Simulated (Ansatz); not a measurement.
The pair A = H2O (SMILES O) (first 3 atoms), B = PH3 (SMILES P); geometry from B3LYP-D3(BJ)/def2-TZVP.
(charge 0, multiplicity 1):
```xyz
7

O      0.2632    -0.0779    -0.5425
H      0.1242     0.0001     0.4118
H      1.1449     0.2748    -0.6984
P     -0.4624     0.1411     2.9231
H      0.1734    -0.5760     3.9656
H     -0.5898     1.3364     3.6715
H     -1.7599    -0.3281     3.2395
```

Frozen-core correlation. MP2 and its Hartree–Fock in aug-cc-pV(Q+d)Z are density fitted.

The values were computed with Ansatz (Gaussian basis) for Hartree–Fock, density functionals and correlated methods. Each number belongs to the level named beside it.

The counterpoise-corrected interaction energy is E(AB) − E(A in the pair's basis) − E(B in the pair's basis). Total energies (hartree):

| level | AB | A in the pair's basis | B in the pair's basis |
|---|---|---|---|
| HF/aug-cc-pV(T+d)Z | -418.5522859 | -76.0600401 | -342.4907200 |
| MP2/aug-cc-pV(T+d)Z | -418.9971282 | -76.3291631 | -342.6640254 |
| HF/aug-cc-pV(Q+d)Z | -418.5609701 | -76.0653606 | -342.4940810 |
| MP2/aug-cc-pV(Q+d)Z | -419.0335256 | -76.3518247 | -342.6775805 |
| CCSD(T)/aug-cc-pV(T+d)Z | -419.0455035 | -76.3425062 | -342.6992266 |

Work out the counterpoise-corrected interaction energy at the basis-set limit: extrapolate the MP2 correlation part as X⁻³, take Hartree–Fock from the larger set, and add the CCSD(T) − MP2 difference of aug-cc-pV(T+d)Z.


1. Differences (1 hartree = 627.509 kcal/mol): HF/aug-cc-pV(T+d)Z -0.957; MP2/aug-cc-pV(T+d)Z -2.472; HF/aug-cc-pV(Q+d)Z -0.959; MP2/aug-cc-pV(Q+d)Z -2.586; CCSD(T)/aug-cc-pV(T+d)Z -2.366.
2. Correlation parts, MP2 less HF: -1.515 in aug-cc-pV(T+d)Z (X = 3), -1.626 in aug-cc-pV(Q+d)Z (X = 4).
3. Limit (4³·(-1.626) − 3³·(-1.515))/(4³ − 3³) = -1.708; with HF/aug-cc-pV(Q+d)Z it gives -2.667.
4. CCSD(T) less MP2 in aug-cc-pV(T+d)Z: 0.106.
Result: -2.56 kcal/mol, against -2.47 at MP2/aug-cc-pV(T+d)Z. It is an estimate of this method's limit, not of the exact value.

Ansatz is a program for electronic structure.
